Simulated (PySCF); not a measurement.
A PySCF run on ZnSe

State: ³Π (triplet), unpaired electrons σ ↑, π ↑, a second solution, started from another occupation.

An equivalent input (the run itself took its basis sets from the Basis Set Exchange, started from a PBE0 density and held the occupation σ 15α 14β, πx 7α 7β, πy 7α 6β, δx 2α 2β, δy 2α 2β):

```python
from pyscf import gto, dft
mol = gto.M(atom='Zn 0 0 0; Se 0 0 2.19', basis={'Zn': 'pcseg-1', 'Se': 'pcseg-1'},
            charge=0, spin=2, verbose=4, symmetry='C2v')
mf = dft.UKS(mol, xc='PBE0')
mf.grids.atom_grid = (80, 434)
mf.grids.prune = dft.gen_grid.treutler_prune
mf.irrep_nelec = {'A1': (17, 16), 'A2': (2, 2), 'B1': (7, 7), 'B2': (7, 6)}
mf.conv_tol = 1e-9
mf.max_cycle = 60
mf.diis_space = 10
mf.kernel()
```

The log (some set-up lines and the per-cycle HOMO/LUMO lines removed):

```
******** <class 'pyscf.dft.uks_symm.SymAdaptedUKS'> ********
method = SymAdaptedUKS
damping factor = 0
level_shift factor = 0
DIIS = <class 'pyscf.scf.diis.CDIIS'>
diis_start_cycle = 1
diis_space = 10
diis_damp = 0
SCF conv_tol = 1e-09
SCF conv_tol_grad = None
SCF max_cycles = 60
number electrons alpha = 33  beta = 31
Set gradient conv threshold to 3.16228e-05
init E= -4179.8911813069
cycle= 1 E= -4179.89982592049  delta_E= -0.00864  |g|= 0.00724  |ddm|= 0.0597
cycle= 2 E= -4179.89985471705  delta_E= -2.88e-05  |g|= 0.00618  |ddm|= 0.0221
cycle= 3 E= -4179.89987372339  delta_E= -1.9e-05  |g|= 0.000889  |ddm|= 0.00887
cycle= 4 E= -4179.89987420255  delta_E= -4.79e-07  |g|= 0.000589  |ddm|= 0.00173
cycle= 5 E= -4179.8998743896  delta_E= -1.87e-07  |g|= 0.000183  |ddm|= 0.000881
cycle= 6 E= -4179.89987442614  delta_E= -3.65e-08  |g|= 7.35e-05  |ddm|= 0.000624
cycle= 7 E= -4179.89987443186  delta_E= -5.73e-09  |g|= 9.95e-06  |ddm|= 0.000203
cycle= 8 E= -4179.899874432  delta_E= -1.31e-10  |g|= 1.27e-06  |ddm|= 3.18e-05
Extra cycle  E= -4179.89987443199  delta_E= 9.09e-13  |g|= 1.3e-06  |ddm|= 3.72e-06
converged SCF energy = -4179.89987443199  <S^2> = 2.0047451  2S+1 = 3.0031617
```

Repeating this along the bond gives Re = 2.401 Å and ωe = 227 cm⁻¹.

A point of this curve took 1.1 CPU seconds beside 0.52 for the integrals, on Arm Neoverse V1 (shared host).

Spin–orbit coupling is left out.
